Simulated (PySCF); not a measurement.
C3H9NSi, SMILES N(/C)=C\[SiH2]C. Coordinates come from a PBE-D3(BJ)/def2-SVP optimisation. The structure was generated by enumeration; whether it is a known compound was not checked. The values are those of a single conformer.

Computed equilibrium geometry at PBE-D3(BJ)/def2-SVP (PySCF confirms it by a frequency run) as Cartesian coordinates in Å, and its point group (one conformer of several):
point group Cs.
```xyz
14

C      0.2771    -2.7097     0.0000
N      0.3663    -1.2679     0.0000
C     -0.7151    -0.5773     0.0000
Si    -0.6005     1.3210     0.0000
C      1.2083     1.8393     0.0000
H      0.8144    -3.1100     0.8865
H      0.8144    -3.1100    -0.8865
H     -0.7692    -3.1065     0.0000
H     -1.7210    -1.0858     0.0000
H     -1.3354     1.8428    -1.2110
H     -1.3354     1.8428     1.2110
H      1.7168     1.4258     0.8933
H      1.3201     2.9417     0.0000
H      1.7168     1.4258    -0.8933
```
Charge 0, spin multiplicity 1.
